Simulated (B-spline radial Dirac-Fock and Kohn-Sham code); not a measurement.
Dipole and non-dipole photoemission parameters of Bi⁴⁺ 4f7/2

System: Bi⁴⁺, [Xe] 4f14 5d10 6s1; threshold 211.1 eV (orbital energy of the model). The computed values come from a radial finite-basis atomic code: Dirac-Hartree-Slater photoionisation with a Latter tail; cross sections with all multipoles, angular parameters from the dipole term and its interference with E2.

For linearly polarised light dσ/dΩ = σ/(4π) [1 + β P₂(cos θ) + (δ + γ cos²θ) sin θ cos φ], with θ from the polarisation vector and φ the angle between the beam and the projection of the electron momentum on the plane normal to the polarisation.

```
hν (eV)  σ (kb)      β       γ      δ
    285    1870  0.474   0.000  0.006
    303    2200  0.364  -0.003  0.007
    525    2160  0.506  -0.016  0.020
    707    1280  0.709  -0.006  0.031
    800     979  0.783   0.005  0.037
    813     944  0.792   0.007  0.038
    817     934  0.795   0.007  0.038
    898     746  0.845   0.020  0.043
   1280     293  0.985   0.108  0.064
 1486.9     190  1.021   0.166  0.074
   1740     118  1.045   0.242  0.086
   2000    75.8  1.056   0.320  0.099
   2180       ?      ?       ?      ?
   2760    25.9  1.044   0.540  0.133
 2984.4    19.8  1.034   0.600  0.142
 5414.7    2.19  0.903   1.095  0.247
 8047.8   0.452  0.785   1.418  0.355
  10500   0.150  0.702   1.615  0.451
  11700  0.0946  0.669   1.689  0.496
  13300  0.0545  0.630   1.771  0.553
  14000  0.0436  0.615   1.802  0.578
  15000  0.0323  0.594   1.843  0.612
```

**Question.** Give the values at 2180 eV.

**Answer.** σ = 57.3 kb, β = 1.057, γ = 0.374, δ = 0.107.
